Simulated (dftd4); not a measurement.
C2H2Cl2, triplet, geometry from GFN2-xTB (a higher spin typed on purpose: for a closed-shell molecule this is an excited state); D4 for blyp (dftd4).

Here is a job for dftd4.
```
$ dftd4 mol.xyz --func blyp --charge 0 --json dftd4.json --noedisp --property

# file mol.xyz
6

Cl     1.84580219     0.10502188     0.36542902
C      0.62756750    -0.33863555    -0.77902184
C     -0.61363959     0.33010290    -0.79364259
Cl    -1.85199473    -0.10122815     0.33379943
H      0.79134647    -1.31157673    -1.21145625
H     -0.76964071     1.29827915    -1.23944078
```

The log (banner, timings and long lists left out):

```
                    ____  _____ _____     ____  _  _
      -------------|  _ \|  ___|_   _|---|  _ \| || |------------
     |             | | | | |_    | | ___ | | | | || |_           |
     |             | |_| |  _|   | ||___|| |_| |__   _|          |
     |             |____/|_|     |_|     |____/   |_|            |
     |             ===================================           |
     |            E. Caldeweyher, S. Ehlert & S. Grimme          |
     |          Mulliken Center for Theoretical Chemistry        |
     |                    University of Bonn                     |
      -----------------------------------------------------------

Rational (Becke-Johnson) damping: blyp-D4-ATM
---------------------
  s6         1.0000
  s8         2.3408
  s9         1.0000
  a1         0.4449
  a2         4.0933
 alp        16.0000
--------------------

Atomic data, radii in Ångström:
------------------------------------------------------
   Z          R(cov)      r4/r2   hardness         EN
------------------------------------------------------
  17 Cl       1.3200     1.9735     0.4312     3.1600
   6 C        1.0000     1.6431     0.4220     2.5500
   1 H        0.4267     1.0622     0.4726     2.2000
------------------------------------------------------

Atomic reference systems (in atomic units):
----------------------------------------------------------------------------
   Z        #      CN     q+Z       C6(AA)   #      CN     q+Z       C6(AA)
----------------------------------------------------------------------------
  17 Cl     1  0.0000 17.0000      92.6806   2  0.8444 16.8495     101.8771
   6 C      1  0.0000  6.0000      49.3833   2  0.9189  5.8288      52.1688
            3  1.9079  5.8579      35.6972   4  2.8312  5.7775      35.8445
            5  3.7487  5.7435      28.6317   6  2.9183  5.8956      32.2504
            7  0.8556  6.2103      25.6194
   1 H      1  0.0000  1.0000       7.6362   2  0.8942  1.0000       3.0374
----------------------------------------------------------------------------

Atomic properties (in atomic units):
----------------------------------------------------------------------------
     #    Z              CN          q      C6(AA)        C8(AA)   alpha(0)
----------------------------------------------------------------------------
     1   17 Cl       0.9185    -0.0817     99.7222     4160.7635    15.2651
     2    6 C        2.8243    -0.0567     31.0132      896.9560     9.0961
     3    6 C        2.8243    -0.0567     31.0132      896.9560     9.0961
     4   17 Cl       0.9185    -0.0817     99.7222     4160.7635    15.2651
     5    1 H        0.9260     0.1384      1.4723       17.7980     1.8975
     6    1 H        0.9260     0.1384      1.4723       17.7980     1.8975
----------------------------------------------------------------------------

Molecular properties (in atomic units):
----------------------------------------
 molecular C6                1124.1812
 molecular C8               38927.7316
----------------------------------------

Dispersion energy:      -1.1366254084415E-02 Eh

[Info] JSON dump of results written to 'dftd4.json'
```
